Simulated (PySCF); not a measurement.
# Computed properties of Si(Me)2 (C2H6Si), SMILES C[Si]C

Si(Me)2 (C₂H₆Si), SMILES C[Si]C (connectivity only; charge and spin as stated), neutral, multiplicity 1. Geometry: B3LYP-D3(BJ)/def2-TZVP. The isomer is the one that the SMILES or the coordinates give; other isomers of the formula were not compared. One conformer was computed; it need not be the lowest. All values are computed for the isolated molecule unless a solvent is named; none is compared with measurement here.

**Structure.** The optimised structure has C2 symmetry. All 21 harmonic modes at B3LYP-D3(BJ)/def2-TZVP (PySCF) are real, so it is a minimum. With heavy atoms numbered as in [Si:1]([CH3:2])[CH3:6], the shortest bond between them is Si1–C2 at 1.905 Å and the longest Si1–C6 at 1.905 Å.

**Vibrations.** The strongest infrared lines (harmonic, unscaled, degenerate partners summed) lie at 648 cm⁻¹ (50 km/mol, C 43 %, H 31 %, Si 27 %), 864 cm⁻¹ (41 km/mol, H 69 %, C 25 %), 1259 cm⁻¹ (31 km/mol, H 81 %, C 19 %). The softest mode is at 110 cm⁻¹ and the zero-point energy is 44.4 kcal/mol.

**Electronic structure.** HF/def2-TZVPD (PySCF) places the frontier levels at -8.29 and 1.06 eV, a gap of 9.35 eV, and gives a dipole moment of 1.40 D and a mean polarisability of 59.0 bohr³.

**Excitations.** TDA-PBE0/def2-SVPD (PySCF) has S1 at 2.79 eV (445 nm, f = 0.036, weak); the most intense of the 10 singlets computed lies at 6.64 eV (f = 0.37). T1 (TDA) is at 1.19 eV, 1.60 eV under S1.

**NMR.** GIAO shifts at HF/pcSseg-1 (PySCF) (non-relativistic, atoms alike by connectivity averaged): ¹³C at 35.9 ppm against TMS; ¹H at 1.6 ppm against TMS; ²⁹Si at 741.0 ppm against TMS.
